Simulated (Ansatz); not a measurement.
The cluster Ag₂Au₄⁺. Total charge 1; doublet. Geometry PBE-D4/def2-SVP; atoms count from 1.

```xyz
6

Au   -0.961    2.607   -0.878
Au    1.533   -1.881    0.722
Au    0.239    0.397   -0.092
Au    2.922    0.338    0.182
Ag   -2.515    0.465   -0.372
Ag   -1.218   -1.926    0.438
```

In the def2 sets Ag, Au take a core potential; there is no spin–orbit coupling. No other spin state of charge 1 was run. Another isomer (doublet) lies 0.17 eV lower at PBE0-D4/def2-TZVP; other spin states weren't run for this one.

(1) Estimate the Mulliken populations from the PBE0/def2-TZVP orbitals of Ansatz.

(2) Where does the spin sit?

(3) And the Mayer bond orders between bonded heavy atoms (over 0.3)?

Results:

(1) 
| atom | charge (e) | spin (α − β) | d electrons |
| --- | --- | --- | --- |
| Au1 | 0.42 | 0.11 | 9.82 |
| Au2 | 0.35 | 0.08 | 9.81 |
| Au3 | -0.54 | 0.08 | 9.78 |
| Au4 | 0.51 | 0.26 | 9.84 |
| Ag5 | 0.13 | 0.07 | 9.95 |
| Ag6 | 0.12 | 0.40 | 9.96 |
Mulliken values and Mayer orders depend strongly on the basis.

(2) Summed by element: Au 0.53, Ag 0.47, of 1 unpaired in all. Largest on single atoms: Ag6 0.40, Au4 0.26, Au1 0.11.

(3) Au1–Au3 0.58 (2.63 Å); Au1–Ag5 0.42 (2.69 Å); Au2–Au3 0.58 (2.74 Å); Au2–Au4 0.34 (2.67 Å); Au2–Ag6 0.32 (2.77 Å); Au3–Au4 0.49 (2.70 Å); Au3–Ag5 0.44 (2.77 Å); Ag5–Ag6 0.42 (2.84 Å).
